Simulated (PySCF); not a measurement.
C5H6BN.
Cartesian coordinates in Å at the PBE0-D3(BJ)/def2-SVP level; atoms count from 1:
```xyz
13
C5H6BN angstrom
C     -1.664    1.608    1.657
C     -1.099    0.786    0.959
B     -0.400   -0.261    0.073
C     -1.231   -1.294   -0.709
C     -1.886   -2.114   -1.326
N      0.992   -0.289   -0.034
C      1.942    0.582    0.608
H     -2.171    2.329    2.272
H     -2.468   -2.835   -1.871
H      1.400   -1.000   -0.630
H      1.408    1.309    1.233
H      2.638    0.020    1.253
H      2.544    1.141   -0.130
```

The closed-shell ground state was solved at several levels (PySCF, density fitting, gas phase, non-relativistic).

```
             level  basis functions  HOMO (eV)  LUMO (eV)  gap (eV)  dipole (D)
  LC-wPBE/pcSseg-1              149     -10.15       1.01     11.16        1.77
     OPBE/pcSseg-1              149      -6.20      -1.93      4.27        1.94
  PBE0/aug-cc-pVDZ              215      -7.44      -1.26      6.18        1.69
         LDA/pcJ-1              249      -6.38      -2.25      4.13        2.01
   B3LYP/def2-TZVP              253      -7.21      -1.40      5.81        1.70
       PBE0/STO-3G               41      -5.36       1.86      7.22        2.14
CAM-B3LYP/pcSseg-1              149      -8.74      -0.04      8.70        1.77
         KT2/pcJ-1              249      -6.24      -2.02      4.22        1.85
       B3LYP/pcJ-0              109      -7.21      -1.19      6.02        1.95
    PBE0/def2-TZVP              253      -7.44      -1.22      6.22        1.70
```

**Question.** Estimate the row for B97-2/pcJ-1, a basis of 249 functions; the other rows only guide the guess.

**Answer.** HOMO -7.17 eV, LUMO -1.19 eV, gap 5.98 eV, dipole 1.79 D.

**Question.** Over all these levels, which gives the widest orbital gap and which the narrowest?

**Answer.** LC-wPBE/pcSseg-1 (range-separated hybrid) has the widest, 11.16 eV, and LDA/pcJ-1 (LDA) the narrowest, 4.13 eV. Functional and basis both differ between the two, so the spread mixes both effects.

**Question.** How much does the basis alone move the frontier levels among the 3 PBE0 rows?

**Answer.** The HOMO by 2.08 eV and the LUMO by 3.12 eV. By rising basis size (HOMO, LUMO in eV): STO-3G -5.36, 1.86; aug-cc-pVDZ -7.44, -1.26; def2-TZVP -7.44, -1.22.

**Question.** How far do the dipole and the HOMO energy spread over the levels?

**Answer.** The dipole runs from 1.69 to 2.14 D (mean 1.85 D) and the HOMO from -10.15 to -5.36 eV.

One conformer stands for the species.
